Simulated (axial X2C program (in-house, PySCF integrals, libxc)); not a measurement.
# BaC: from the spin-free to the two-component result

Computed with an in-house all-electron X2C program for linear molecules (integrals from PySCF). Spin-free means the one-electron spin-free X2C Hamiltonian; two-component (2c) means X2C with spin–orbit coupling and atomic mean-field two-electron Coulomb and Gaunt terms, so the difference of the two also holds small scalar two-electron terms. Basis: Ba dyall-cv3z [14s14p9d5f1g], C dyall-v3z [7s6p2d1f] (cores contracted in-house); Gaussian nuclei, density fitting, unrestricted open shells. Masses: Ba 137.905 u, C 12.000 u.

Spin-free state: M_S = 2, Λ = 0 (beyond evenly filled blocks: 2 × σα, π+α, π-α); fragments Ba + C.

| level | Re (Å) | ωe (cm⁻¹) | μ (D) |
| --- | --- | --- | --- |
| HF | 2.583 | 402.4 | -3.76 |
| MP2 | 2.510 | 417.1 | n/a |
| CCSD | 2.524 | 411.6 | n/a |
| CCSD(T) | 2.519 | 412.8 | n/a |

Correlated methods: 14 electrons correlated (number of frozen shells: Ba 4 s, 3 p, 2 d; C 1 s), 266 virtual spin orbitals or spinors in MP2, 89 natural virtuals in coupled cluster.

Dipoles are positive if C is the positive end.

Two-component determinant lowest at the distance of the search:

Ω = 2 (⟨Sz⟩ = 2.00, ⟨Lz⟩ = 0.00 at HF); fragments Ba + C.

```tsv
level	Re (Å)	ωe (cm⁻¹)	μ (D)
HF	2.582	402.6	-3.75
MP2	2.509	417.3	n/a
CCSD	2.523	413.1	n/a
CCSD(T)	2.518	413.2	n/a
```

Q: From the two tables, how do the constants change at the CCSD(T) level (2c against spin-free)?

A: At the CCSD(T) level Re drops by 0.001 Å and ωe goes up by 0.4 cm⁻¹.

The state is one determinant whose occupation by symmetry is held fixed; it was picked as the lowest of a PBE0 search that is not exhaustive. De is not given where an atomic determinant may have missed its ground term or J level, or where the truncated virtual space spoils (T). Coupled cluster ran in a truncated set of natural virtual spinors; the MP2 energy of the rest was added. (T) has no such correction and the atoms are truncated less, which lowers De at CCSD(T) by a hundredth of an eV or more. PBE0 can misorder states that lie within some tenths of an eV, so this need not be the ground state of the molecule. The nearest other spin-free determinant of the search, M_S = 1, Λ = 0, lies 0.04 eV up at the distance of the search. The spin of this state cannot come from the lowest atoms; the curve heads to a higher limit, and no De is given. With several unpaired electrons one determinant need not be a pure state. A state of lower Ω lies just above, and one determinant can place such states too high, so the state shown need not be the lowest. The search has Ω = 1 only 0.04 eV up. Open-shell Ω = 0 determinants with evenly filled partner blocks cannot be reached by this program, so the Ω shown need not be the lowest component.
